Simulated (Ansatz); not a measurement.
Isomers of Sn2O4⁺ (doublet), relaxed with PBE-D4/def2-SVP; total energies from Ansatz at ωB97X-V/def2-TZVP.

```csv
isomer,description,energy (Eh)
A,point group Cs; 4 × O–Sn 2.01 to 2.23 Å; 2 × O–O 1.35 Å,-729.13628
B,point group Cs; 4 × O–Sn 1.92 to 2.29 Å; 2 × O–O 1.35 Å,-729.12667
C,point group not assigned; 4 × O–Sn 1.99 to 2.41 Å; 1 × O–O 1.31 Å,-729.01755
```

In the def2 sets Sn takes a core potential; there is no spin–orbit coupling.

The isomers come from a short search, and lower ones may exist.

**Question.** Work out the relative energies (1 Eh = 2625.5 kJ/mol) and the Boltzmann populations at 500 K from electronic energies alone (R = 8.314 J/mol/K).

**Answer.** ΔE: A 0.0, B 25.2, C 311.7 kJ/mol. RT = 4.16 kJ/mol. Factors exp(−ΔE/RT): A 1, B 0.00234, C 2.88e-33; sum 1.002. Populations: A 99.8 %, B 0.2 %, C 0.0 %. Zero-point energy, vibrational entropy and symmetry numbers are left out and can shift these; an error of 4 kJ/mol changes a ratio by a factor of 2.6. Over the other density-functional and correlated levels in def2 sets, the gap between A and B ranges from 17 to 30 kJ/mol.
